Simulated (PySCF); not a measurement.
Peak assignment

Numbering as in the mapped SMILES `[F:1][C@@H:2]1[CH2:3][C@H:4]([F:5])[O:6][C:7]([F:8])([F:9])[O:10]1`. Hydrogens are named by the atom that carries them. Ha(C3) is cis to F1 on the ring; Hb(C3) is trans to F1 on the ring.

No relativistic terms, a single conformation, equivalent nuclei averaged, isolated molecule. σ from GIAO-PBE0/pcSseg-1; geometry: GFN2-xTB; PySCF 2.14.0 with density-fitted response routines.

Chemical shifts δ = σref − σ; ¹³C, ¹H vs TMS, all at this level.

Q: Assign these signals to the numbered atoms. ¹³C{¹H} NMR (computed): δ 128.8, 108.3, 40.5.

A: 
```tsv
δ (ppm)	atoms	environment	reason
128.8	C7	sp3 carbon bearing two oxygens	4 electronegative neighbours deshield it
108.3	C2/C4	sp3 CH bonded to F and O	2 electronegative neighbours deshield it
40.5	C3	sp3 CH2 in a ring	a saturated carbon with 2 carbon neighbours and no heteroatom attached
```

Q: Assign these signals to the numbered atoms. ¹H NMR (600 MHz, computed): δ 6.24 (m, 2H), 2.62 (m, 1H), 2.37 (m, 1H).

A: 
| δ (ppm) | atoms | environment | reason |
| --- | --- | --- | --- |
| 6.24 | H(C2)/H(C4) | hydrogen on an sp3 CH bonded to F and O | its carbon carries F and O, which withdraws density |
| 2.62 | Ha(C3) | hydrogen on an sp3 CH2 in a ring | – |
| 2.37 | Hb(C3) | hydrogen on an sp3 CH2 in a ring | – |

Splittings by ¹⁹F in the carbon and heteronuclear signals aren't shown, as no couplings were computed. Shifts are as computed. Against solution values, carbons near 30 ppm lie about +3 ppm off and those near 130 ppm about +5 ppm. Of 1309 compounds with measured shifts, 239 miss one by over three times the rms of a fit or turn the order of signals round; such compounds aren't used in these exercises. Multiplicities follow the n + 1 count of equivalent neighbours, as no J values were calculated; m marks all less simple cases, F and P coupling included.
